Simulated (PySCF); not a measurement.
Bond curve of MgIn

Set-up: basis Mg aug-cc-pVDZ, In aug-cc-pVDZ-PP with ECP28; scalar-relativistic core potentials; PySCF 2.14. Energies in eV from Mg + In in their ground configurations at the same level. State: ²Π (doublet), unpaired electrons π ↑.

All columns are r²SCAN0. A positive dipole means Mg(−)In(+).

```json
{"R (Å)": "2.608", "E (eV)": "-0.221", "μ (D)": "-1.22", "Mulliken charge on Mg (basis-dependent)": "-0.08", "HOMO (eV)": "-4.15", "LUMO (eV)": "-2.39", "Mayer bond order": "1.29", "⟨S²⟩": "0.80"}
{"R (Å)": "2.730", "E (eV)": "-0.353", "μ (D)": "-1.22", "Mulliken charge on Mg (basis-dependent)": "-0.05", "HOMO (eV)": "-4.06", "LUMO (eV)": "-2.31", "Mayer bond order": "1.19", "⟨S²⟩": "0.79"}
{"R (Å)": "2.851", "E (eV)": "-0.421", "μ (D)": "-1.20", "Mulliken charge on Mg (basis-dependent)": "-0.01", "HOMO (eV)": "-3.97", "LUMO (eV)": "-2.23", "Mayer bond order": "1.10", "⟨S²⟩": "0.78"}
{"R (Å)": "2.942", "E (eV)": "-0.441", "μ (D)": "-1.18", "Mulliken charge on Mg (basis-dependent)": "0.01", "HOMO (eV)": "-3.92", "LUMO (eV)": "-2.18", "Mayer bond order": "1.02", "⟨S²⟩": "0.78"}
{"R (Å)": "3.033", "E (eV)": "-0.443", "μ (D)": "-1.16", "Mulliken charge on Mg (basis-dependent)": "0.03", "HOMO (eV)": "-3.88", "LUMO (eV)": "-2.14", "Mayer bond order": "0.95", "⟨S²⟩": "0.77"}
{"R (Å)": "3.124", "E (eV)": "-0.431", "μ (D)": "-1.14", "Mulliken charge on Mg (basis-dependent)": "0.04", "HOMO (eV)": "-3.84", "LUMO (eV)": "-2.10", "Mayer bond order": "0.87", "⟨S²⟩": "0.77"}
{"R (Å)": "3.245", "E (eV)": "-0.402", "μ (D)": "-1.11", "Mulliken charge on Mg (basis-dependent)": "0.05", "HOMO (eV)": "-3.80", "LUMO (eV)": "-2.10", "Mayer bond order": "0.77", "⟨S²⟩": "0.77"}
{"R (Å)": "3.397", "E (eV)": "-0.354", "μ (D)": "-1.06", "Mulliken charge on Mg (basis-dependent)": "0.05", "HOMO (eV)": "-3.76", "LUMO (eV)": "-2.12", "Mayer bond order": "0.65", "⟨S²⟩": "0.77"}
{"R (Å)": "3.579", "E (eV)": "-0.290", "μ (D)": "-1.01", "Mulliken charge on Mg (basis-dependent)": "0.04", "HOMO (eV)": "-3.73", "LUMO (eV)": "-2.13", "Mayer bond order": "0.52", "⟨S²⟩": "0.76"}
{"R (Å)": "3.822", "E (eV)": "-0.212", "μ (D)": "-0.92", "Mulliken charge on Mg (basis-dependent)": "0.02", "HOMO (eV)": "-3.71", "LUMO (eV)": "-2.11", "Mayer bond order": "0.35", "⟨S²⟩": "0.76"}
```

A fit through these points gives, at Re = 2.997 Å, μ = -1.17 D and dμ/dR = 0.238 D/Å; the reduced mass is 19.84 u.

Task: How strong is the fundamental in the double-harmonic approximation, I = 42.26·(dμ/dR)²/μred km/mol?

Result: I = 42.26·(0.238)²/19.84 = 0.121 km/mol at r²SCAN0.

Spin–orbit coupling is left out, which matters for elements this heavy, above all for dissociation energies. The state was picked by a PBE0 search and need not be the measured ground state.
